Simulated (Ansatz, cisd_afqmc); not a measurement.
System: H₂PO₃, charge 0, doublet. H2PO3 (SMILES [P](=O)(O)O, doublet).
B3LYP-D3(BJ)/def2-TZVP minimum from Ansatz (an electronic-structure program):
```
P
O 1 1.4786
O 1 1.6127 2 117.07
H 3 0.9666 1 111.41 2 39.71
O 1 1.6127 2 117.07 3 -114.37
H 5 0.9666 1 111.41 2 -39.71
```
Charge 0, spin multiplicity 2.

Total energies in cc-pV(T+d)Z, 25 correlated electrons, 8 frozen orbitals. UHF or UKS for unpaired electrons; spin-orbit terms are left out. Cores are frozen in correlated methods. No relativity. AFQMC/CISD: phaseless, guided by CISD from CCSD amplitudes; bars are statistical, one sigma. Outlying blocks are dropped, and bars are widened where a walk drifts. Over all cases where full CI ran beside it in this data, AFQMC minus full CI had a median of +0.1 mEh and passed +0.4 mEh in a tenth of the cases.

```csv
method,program,energy (Eh),minus AFQMC/CISD (mEh)
HF,Ansatz,-566.65742,892.2 ± 0.6
MP2,Ansatz,-567.50840,41.2 ± 0.6
CCSD,Ansatz,-567.51337,36.2 ± 0.6
CCSD(T),Ansatz,-567.54815,1.5 ± 0.6
AFQMC/CISD,cisd_afqmc,-567.5496 ± 0.0006,0.0
```
